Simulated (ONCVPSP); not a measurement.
**Ca ONCV: all-electron and pseudo phase curves**

calcium, optimised norm-conserving Vanderbilt (ONCV), made with ONCVPSP 4.0.1 (PBE, fully relativistic). Core [Ne], reference 3s2 3p6 4s0.5 (charge +1.5). Waves: 3s+4s: rc 2.30 bohr, ncon 4, nbas 8, qcut 5.8 1/bohr, 2 projectors; 3p: rc 1.50 bohr, ncon 3, nbas 7, qcut 7.6 1/bohr, 2 projectors, debl 3 Ha; d scattering state at 0.39 Ha: rc 1.95 bohr, ncon 4, nbas 7, qcut 5.2 1/bohr, 2 projectors, debl 2.2 Ha. Local part: polynomial inside 1.00 bohr (lpopt 5, dvloc0 -1 Ha). Core correction: polynomial model core, fcfact 0.6.

Open shells are filled in proportion to 2j + 1.

In the d channel the program set the typed energies aside and used -0.441, 1.759 Ha (j = l + 1/2; the other j can differ).

The phase is arctan(r·R′/R) of the radial function R(r), unwrapped; energies in Ha, scanned from -4 to 5 Ha. A pole is an energy at which the radial function vanishes at the test radius. The pseudo phase is shifted by a multiple of π to meet the all-electron one at the reference energy, and phase errors are pseudo minus all-electron; the curves can meet again beyond the range given. Levels narrower than the energy grid can be missing from the lists of poles.

Q: For each channel, where are the poles, and over which energies does the pseudopotential scatter like the atom?

A:

```json
{"channel": "s", "radius (bohr)": "2.33", "reference energy (Ha)": "-0.43", "poles, all-electron": "-2.05, 1.97", "poles, pseudo": "-2.05, 1.87, 3.94", "unbroken range about the reference energy with phases within 0.05 rad": "below 2.5", "phase error 1 Ha above the reference energy (rad)": "-0.002"}
{"channel": "p3/2", "radius (bohr)": "1.53", "reference energy (Ha)": "-1.42", "poles, all-electron": "-0.10", "poles, pseudo": "-0.10", "unbroken range about the reference energy with phases within 0.05 rad": "the whole range", "phase error 1 Ha above the reference energy (rad)": "-0.000"}
{"channel": "p1/2", "radius (bohr)": "1.53", "reference energy (Ha)": "-1.44", "poles, all-electron": "-0.14", "poles, pseudo": "-0.14", "unbroken range about the reference energy with phases within 0.05 rad": "the whole range", "phase error 1 Ha above the reference energy (rad)": "-0.000"}
{"channel": "d5/2", "radius (bohr)": "1.98", "reference energy (Ha)": "-0.44", "poles, all-electron": "0.14, 4.48", "poles, pseudo": "0.14, 4.13", "unbroken range about the reference energy with phases within 0.05 rad": "below 4.5", "phase error 1 Ha above the reference energy (rad)": "-0.003"}
{"channel": "d3/2", "radius (bohr)": "1.98", "reference energy (Ha)": "-0.44", "poles, all-electron": "0.14, 4.48", "poles, pseudo": "0.13, 4.13", "unbroken range about the reference energy with phases within 0.05 rad": "below 4.5", "phase error 1 Ha above the reference energy (rad)": "-0.003"}
```

Note: no bound ghost flagged; GHOST(+) flagged for s at 99.9 eV.

Phases in the p3/2 channel:

```json
{"E (Ha)": "-3.98", "all-electron": "1.100", "pseudo": "1.099"}
{"E (Ha)": "-3.74", "all-electron": "1.053", "pseudo": "1.052"}
{"E (Ha)": "-3.50", "all-electron": "0.991", "pseudo": "0.991"}
{"E (Ha)": "-3.26", "all-electron": "0.909", "pseudo": "0.908"}
{"E (Ha)": "-3.02", "all-electron": "0.792", "pseudo": "0.792"}
{"E (Ha)": "-2.78", "all-electron": "0.620", "pseudo": "0.620"}
{"E (Ha)": "-2.54", "all-electron": "0.360", "pseudo": "0.359"}
{"E (Ha)": "-2.30", "all-electron": "-0.011", "pseudo": "-0.012"}
{"E (Ha)": "-2.06", "all-electron": "-0.437", "pseudo": "-0.437"}
{"E (Ha)": "-1.82", "all-electron": "-0.794", "pseudo": "-0.794"}
{"E (Ha)": "-1.58", "all-electron": "-1.042", "pseudo": "-1.042"}
{"E (Ha)": "-1.34", "all-electron": "-1.207", "pseudo": "-1.207"}
{"E (Ha)": "-1.10", "all-electron": "-1.321", "pseudo": "-1.321"}
{"E (Ha)": "-0.86", "all-electron": "-1.404", "pseudo": "-1.404"}
{"E (Ha)": "-0.62", "all-electron": "-1.468", "pseudo": "-1.468"}
{"E (Ha)": "-0.38", "all-electron": "-1.520", "pseudo": "-1.520"}
{"E (Ha)": "-0.14", "all-electron": "-1.565", "pseudo": "-1.565"}
{"E (Ha)": "0.10", "all-electron": "-1.603", "pseudo": "-1.604"}
{"E (Ha)": "0.34", "all-electron": "-1.639", "pseudo": "-1.639"}
{"E (Ha)": "0.58", "all-electron": "-1.674", "pseudo": "-1.674"}
{"E (Ha)": "0.82", "all-electron": "-1.708", "pseudo": "-1.708"}
{"E (Ha)": "1.06", "all-electron": "-1.743", "pseudo": "-1.743"}
{"E (Ha)": "1.30", "all-electron": "-1.781", "pseudo": "-1.781"}
{"E (Ha)": "1.54", "all-electron": "-1.822", "pseudo": "-1.822"}
{"E (Ha)": "1.78", "all-electron": "-1.871", "pseudo": "-1.871"}
{"E (Ha)": "2.02", "all-electron": "-1.929", "pseudo": "-1.929"}
{"E (Ha)": "2.26", "all-electron": "-2.001", "pseudo": "-2.001"}
{"E (Ha)": "2.50", "all-electron": "-2.096", "pseudo": "-2.096"}
{"E (Ha)": "2.74", "all-electron": "-2.225", "pseudo": "-2.226"}
{"E (Ha)": "2.98", "all-electron": "-2.409", "pseudo": "-2.412"}
{"E (Ha)": "3.22", "all-electron": "-2.674", "pseudo": "-2.678"}
{"E (Ha)": "3.46", "all-electron": "-3.026", "pseudo": "-3.034"}
{"E (Ha)": "3.70", "all-electron": "-3.408", "pseudo": "-3.419"}
{"E (Ha)": "3.94", "all-electron": "-3.730", "pseudo": "-3.740"}
{"E (Ha)": "4.18", "all-electron": "-3.961", "pseudo": "-3.971"}
{"E (Ha)": "4.42", "all-electron": "-4.120", "pseudo": "-4.129"}
{"E (Ha)": "4.66", "all-electron": "-4.232", "pseudo": "-4.240"}
{"E (Ha)": "4.90", "all-electron": "-4.314", "pseudo": "-4.322"}
```
